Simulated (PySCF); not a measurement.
```xyz
11

B     -1.8385    -0.1903     0.0296
N     -0.5494    -0.5511     0.3882
C      0.6827    -0.1351    -0.2508
N      1.5469     0.5243     0.7179
H     -1.9966     0.5296    -0.9100
H     -2.7548    -0.6065     0.6689
H     -0.3844    -1.1281     1.2015
H      0.3994     0.4816    -1.1105
H      1.2270    -1.0056    -0.6295
H      1.1838     1.4391     0.9606
H      2.4840     0.6420     0.3528
```

Charge 0, multiplicity 1.

**Question.** Give the Mulliken and meta-Löwdin atomic charges from PBE-D3(BJ)/def2-TZVP // B3LYP-D3(BJ)/def2-TZVP run with PySCF 2.14.0.

**Answer.** 
| atom | Mulliken (e) | meta-Löwdin (e) |
|---|---|---|
| B1 | -0.11 | -0.13 |
| N2 | -0.19 | -0.24 |
| C3 | -0.05 | -0.02 |
| N4 | -0.48 | -0.52 |
| H5 | -0.01 | 0.00 |
| H6 | -0.01 | 0.01 |
| H7 | 0.20 | 0.24 |
| H8 | 0.11 | 0.10 |
| H9 | 0.11 | 0.11 |
| H10 | 0.21 | 0.22 |
| H11 | 0.21 | 0.22 |
